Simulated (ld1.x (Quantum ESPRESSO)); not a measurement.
## What one change does to a pseudopotential (cobalt, PAW)

| Property | Result |
| --- | --- |
| Element | Co (Z = 27) |
| Generator | ld1.x (Quantum ESPRESSO) 7.5 |
| Type | PAW |
| Functional | PBEsol |
| Relativity | scalar-relativistic |
| Frozen core | [Ar] |
| Valence charge | 9 |
| Reference configuration | 3d7 4s1.5 4p0 (charge +0.5) |
| Partial waves | 4s (bound): rcut 1.90, rcutus 2.20 bohr; 4s channel at 2.25 Ry: rcut 1.90, rcutus 2.20 bohr; 4p (bound, empty): rcut 1.60, rcutus 2.10 bohr; 4p channel at 1.15 Ry: rcut 1.60, rcutus 2.10 bohr; 3d (bound): rcut 1.30, rcutus 1.45 bohr; 3d channel at 1.25 Ry: rcut 1.30, rcutus 1.45 bohr |
| Local potential | all-electron potential smoothed inside 1.45 bohr (lloc = -1) |
| Core correction | Bessel-smoothed model core inside 1.00 bohr |
| Augmentation charge | PSQ, inside the norm-conserving radii |

All-electron outer shells of the reference configuration (PBEsol, scalar-relativistic, ld1.x):

```
shell  level (eV)  outermost node (bohr)  outermost maximum (bohr)
   3p      -69.73                   0.28                      0.68
   3d      -12.42                      –                      0.66
   4s       -9.01                   0.96                      2.26
   4p       -4.18                   1.05                      2.94
```

Change: functional LDA (PZ).

Cutoffs: the cutoffs (Ry, on a coarse ladder) from which the occupation-weighted sum of valence levels, in a spherical-Bessel basis at the reference potential, stays within 10 and 1 mRy of its value at 400 Ry; they do not see the model core or the augmentation charge, which bear on the density cutoff. Errors are all-electron minus pseudo energies relative to the spin-unpolarised reference configuration.

Problem. How do hardness, ghosts and transferability respond?

Solution. The potential gets neither clearly harder nor softer (50 Ry and 90 Ry → 50 Ry and 90 Ry); the number of tests with a reliable result goes from 7 to 9; of the 7 tests that both files solve, the error grows in 0 and shrinks in 1 by more than 15 % and 0.3 meV (median size 8.6 → 7.2 meV); the range in which the s phases agree narrows (upper end at the end of the scan → 1.7); neither file shows a bound ghost.

| quantity | base | changed |
| --- | --- | --- |
| cutoff, loose | 50 Ry | 50 Ry |
| cutoff, tight | 90 Ry | 90 Ry |
| bound ghosts | none | none |
| error for 3d7 4s2 4p0, meV [ΔE -3.61 → -3.72 eV] | +0.1 | +0.2 |
| error for 3d7 4s1 4p0, meV [ΔE 5.43 → 5.57 eV] | -0.9 | -0.8 |
| error for 3d7 4s0 4p0, meV [ΔE 22.13 → 22.66 eV] | -8.6 | -7.2 |
| error for 3d6 4s2 4p1, meV [ΔE 6.08 → 6.05 eV] | -146 | -140 |
| error for 3d7 4s1 4p1, meV [ΔE 0.77 → 0.71 eV] | -0.1 | -0.1 |
| error for 3d8 4s0 4p0, meV [ΔE 2.81 → 2.98 eV] | -101 | -95 |
| error for 3d6 4s0 4p0, meV [ΔE 57.97 → 58.85 eV] | -255 | -254 |
| s: phases at 2.39 bohr within 0.05 rad from the reference energy up to (Ry; the scan ends near 5) | to the end of the scan | 1.7 |
| p: phases at 2.39 bohr within 0.05 rad from the reference energy up to (Ry; the scan ends near 5) | 1.9 | 2.1 |
| d: phases at 2.39 bohr within 0.05 rad from the reference energy up to (Ry; the scan ends near 5) | to the end of the scan | to the end of the scan |
| lowest overlap eigenvalue by channel | s 0.44, p 0.63, d 0.42 | s 0.45, p 0.62, d 0.41 |
